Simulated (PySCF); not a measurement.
**Core binding energy against partial charge**

Species: C8H11P.
Cartesian coordinates in Å at the PBE0-D3(BJ)/def2-SVP level; atoms count from 1:
```xyz
20
C8H11P angstrom
C     -1.806    1.462    0.406
C     -1.248    0.092    0.021
C     -1.888   -1.022    0.850
C      0.268    0.046    0.116
C      1.006   -0.287   -1.019
C      2.398   -0.380   -1.068
C      3.210   -0.145    0.039
C      2.694    0.202    1.283
P      1.015    0.398    1.665
H     -2.899    1.488    0.271
H     -1.592    1.694    1.461
H     -1.364    2.260   -0.209
H     -1.502   -0.090   -1.038
H     -2.984   -1.013    0.738
H     -1.519   -2.012    0.542
H     -1.656   -0.896    1.920
H      0.450   -0.490   -1.942
H      2.867   -0.650   -2.018
H      4.295   -0.238   -0.079
H      3.398    0.372    2.105
```

Binding energies: delta-SCF UKS SCAN, pcX-2 on the ionised atom, pcseg-1 elsewhere, spin-free X2C (PySCF 2.14.0). Charges: PBE0/pcSseg-1 ground-state density, for the ionised atom.

```
atom                  environment  C 1s (eV)  Mulliken (e)  IAO (e)  Hirshfeld (e)  ESP (e)
  C8           aromatic CH carbon     289.97        -0.408   -0.370         -0.107   +0.129
  C4  substituted aromatic carbon     289.99        -0.439   -0.197         -0.038   +0.405
  C6           aromatic CH carbon     290.20        -0.124   -0.141         -0.044   +0.209
  C5           aromatic CH carbon     290.24        +0.002   -0.141         -0.046   -0.563
  C7           aromatic CH carbon     290.28        -0.050   -0.137         -0.046   -0.496
  C1                methyl carbon     290.32        -0.216   -0.407         -0.119   -0.454
  C2         benzylic-type carbon     290.61        -0.306   -0.090         -0.022   +0.234
```

Task: How well does each charge scheme correlate with the binding energies over these sites?

Result: IAO: r = 0.43, slope 0.7 eV per e; Mulliken: r = 0.35, slope 0.4 eV per e; Hirshfeld: r = 0.35, slope 2.0 eV per e; ESP: r = -0.22, slope -0.1 eV per e. On 7 points no scheme stands out.

Task: The point-charge model writes a binding energy as kq + V + constant, with V the potential of the other atoms' charges at the site. What does it give with the Hirshfeld charges?

Result: V = Σ 14.40 eV Å × q/r over all other atoms: +0.85 eV at C8, -0.16 eV at C4, +0.09 eV at C6, +0.08 eV at C5, -0.07 eV at C7, +1.28 eV at C1, -0.49 eV at C2. Fitting binding energy − V to q gives k = 18.5 eV per e and leaves an rms residual of 0.21 eV, against 0.19 eV for the fit on q alone. The model has no term for differences in relaxation between sites.

The unrestricted hole states depart most from a pure doublet (⟨S²⟩ = 0.75; over 0.85 named) for C 1s of C4 (0.86), which makes this value less certain. Isolated species at its PBE0-D3(BJ)/def2-SVP geometry (one conformer only).
